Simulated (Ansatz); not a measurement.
BTBT, `c1ccc2c(c1)sc1c3ccccc3sc21`. The state is a singlet with charge 0. Geometry PBE-D4/def2-SVP.

```xyz
24

C    -4.287    1.058   -0.787
C    -4.189    0.574    0.537
C    -2.959    0.166    1.059
C    -1.802    0.240    0.252
C    -1.918    0.732   -1.087
C    -3.156    1.141   -1.608
S    -0.375    0.753   -1.942
C     0.438    0.108   -0.531
C     1.802   -0.239   -0.252
C     2.959   -0.166   -1.059
C     4.189   -0.574   -0.537
C     4.287   -1.058    0.787
C     3.156   -1.141    1.608
C     1.918   -0.732    1.087
S     0.375   -0.752    1.942
C    -0.438   -0.107    0.531
H    -5.264    1.375   -1.182
H    -5.091    0.517    1.163
H    -2.882   -0.211    2.090
H    -3.234    1.518   -2.638
H     2.882    0.211   -2.090
H     5.091   -0.518   -1.164
H     5.264   -1.376    1.182
H     3.234   -1.519    2.638
```

(1) Estimate the orbital energies around the gap (eV) in Ansatz with PBE-D4/def2-SVP, PBE-D4/def2-TZVP, r2SCAN-D4/def2-TZVP, PBE0-D4/def2-SVP, PBE0-D4/def2-TZVP.

Answers

(1) 
```json
{"orbital": "HOMO−5", "PBE-D4/def2-SVP": "-7.84", "PBE-D4/def2-TZVP": "-7.88", "r2SCAN-D4/def2-TZVP": "-8.20", "PBE0-D4/def2-SVP": "-9.17", "PBE0-D4/def2-TZVP": "-9.17"}
{"orbital": "HOMO−4", "PBE-D4/def2-SVP": "-6.98", "PBE-D4/def2-TZVP": "-7.03", "r2SCAN-D4/def2-TZVP": "-7.27", "PBE0-D4/def2-SVP": "-8.17", "PBE0-D4/def2-TZVP": "-8.16"}
{"orbital": "HOMO−3", "PBE-D4/def2-SVP": "-6.86", "PBE-D4/def2-TZVP": "-6.91", "r2SCAN-D4/def2-TZVP": "-7.13", "PBE0-D4/def2-SVP": "-7.98", "PBE0-D4/def2-TZVP": "-7.97"}
{"orbital": "HOMO−2", "PBE-D4/def2-SVP": "-6.03", "PBE-D4/def2-TZVP": "-6.07", "r2SCAN-D4/def2-TZVP": "-6.27", "PBE0-D4/def2-SVP": "-7.07", "PBE0-D4/def2-TZVP": "-7.06"}
{"orbital": "HOMO−1", "PBE-D4/def2-SVP": "-5.55", "PBE-D4/def2-TZVP": "-5.59", "r2SCAN-D4/def2-TZVP": "-5.75", "PBE0-D4/def2-SVP": "-6.49", "PBE0-D4/def2-TZVP": "-6.48"}
{"orbital": "HOMO", "PBE-D4/def2-SVP": "-5.09", "PBE-D4/def2-TZVP": "-5.15", "r2SCAN-D4/def2-TZVP": "-5.29", "PBE0-D4/def2-SVP": "-5.99", "PBE0-D4/def2-TZVP": "-6.00"}
{"orbital": "LUMO", "PBE-D4/def2-SVP": "-2.14", "PBE-D4/def2-TZVP": "-2.23", "r2SCAN-D4/def2-TZVP": "-2.14", "PBE0-D4/def2-SVP": "-1.48", "PBE0-D4/def2-TZVP": "-1.53"}
{"orbital": "LUMO+1", "PBE-D4/def2-SVP": "-1.30", "PBE-D4/def2-TZVP": "-1.49", "r2SCAN-D4/def2-TZVP": "-1.33", "PBE0-D4/def2-SVP": "-0.44", "PBE0-D4/def2-TZVP": "-0.62"}
{"orbital": "LUMO+2", "PBE-D4/def2-SVP": "-1.16", "PBE-D4/def2-TZVP": "-1.29", "r2SCAN-D4/def2-TZVP": "-1.13", "PBE0-D4/def2-SVP": "-0.31", "PBE0-D4/def2-TZVP": "-0.40"}
{"orbital": "LUMO+3", "PBE-D4/def2-SVP": "-0.67", "PBE-D4/def2-TZVP": "-1.08", "r2SCAN-D4/def2-TZVP": "-0.85", "PBE0-D4/def2-SVP": "0.25", "PBE0-D4/def2-TZVP": "-0.08"}
{"orbital": "LUMO+4", "PBE-D4/def2-SVP": "-0.64", "PBE-D4/def2-TZVP": "-0.77", "r2SCAN-D4/def2-TZVP": "-0.57", "PBE0-D4/def2-SVP": "0.33", "PBE0-D4/def2-TZVP": "0.16"}
{"orbital": "LUMO+5", "PBE-D4/def2-SVP": "0.04", "PBE-D4/def2-TZVP": "-0.43", "r2SCAN-D4/def2-TZVP": "-0.13", "PBE0-D4/def2-SVP": "1.07", "PBE0-D4/def2-TZVP": "0.60"}
```
